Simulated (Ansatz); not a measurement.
Total energies of C2H8FGaSe (`[CH3][Ga-]([CH3])([F])[SeH2+]`).

```tsv
atom	x (Å)	y (Å)	z (Å)
C1	1.7716	-0.6272	-0.8266
Ga2	-0.0284	0.0735	-0.4649
C3	-0.6230	1.8373	0.1660
F4	-1.3031	-0.8026	-1.3824
Se5	-0.7037	-1.5264	1.7492
H6	2.4603	-0.4109	-0.0072
H7	1.7412	-1.7063	-0.9870
H8	2.1746	-0.1670	-1.7325
H9	-1.6963	1.8317	0.3637
H10	-0.4271	2.5943	-0.5977
H11	-0.0967	2.1386	1.0744
H12	-1.9847	-0.8294	1.9189
H13	-1.2847	-2.4056	0.7261
```

Total charge 0; spin multiplicity 1. Correlated methods include outer-core shells of Ga, Se, which these sets cover unevenly. Scalar relativity is left out up to krypton. All single points use the PBE0-D4/def2-TZVP geometry. It is one conformer, not always the lowest. Basis def2-TZVPP, Ansatz 0.2.0.

RPA on PBE orbitals: Hartree–Fock energy of these orbitals -4502.97556 Eh, correlation -1.80559 Eh (frozen core).

```
 functional  energy without D4 (Eh)  D4 term (kJ/mol)
LDA (SPW92)             -4499.54298                 –
     revPBE             -4507.01377             -74.5
     r2SCAN             -4507.30453              -7.2
     B97M-V             -4506.57526                 –
      B3LYP             -4507.51254             -45.7
    r2SCANh             -4507.28202              -7.8
    ωB97X-V             -4506.96375                 –
    ωB97M-V             -4507.09350                 –
     B2PLYP             -4506.54027                 –
   PBE-QIDH             -4506.01017                 –
```

Problem. Give the same for PBE, BLYP, PBE0, r2SCAN0, HSE06 (plane-wave form), BHLYP, CAM-B3LYP, LC-ωPBE. (Best estimate.)

Solution. The calculation gave: 
```tsv
functional	energy without D4 (Eh)	D4 term (kJ/mol)
PBE	-4506.54589	-28.3
BLYP	-4507.45630	-59.8
PBE0	-4506.68036	-24.5
r2SCAN0	-4507.25028	-8.6
HSE06 (plane-wave form)	-4506.67315	-23.1
BHLYP	-4507.28462	-38.6
CAM-B3LYP	-4507.58807	-25.4
LC-ωPBE	-4506.74366	–
```

B3LYP takes the VWN-RPA correlation (the form of Gaussian; ORCA's B3LYP/G). HSE06 is the plane-wave form, built on full-range PBE exchange. The double hybrids freeze the cores in their second-order part.

LC-ωPBE has ω = 0.4 bohr⁻¹.
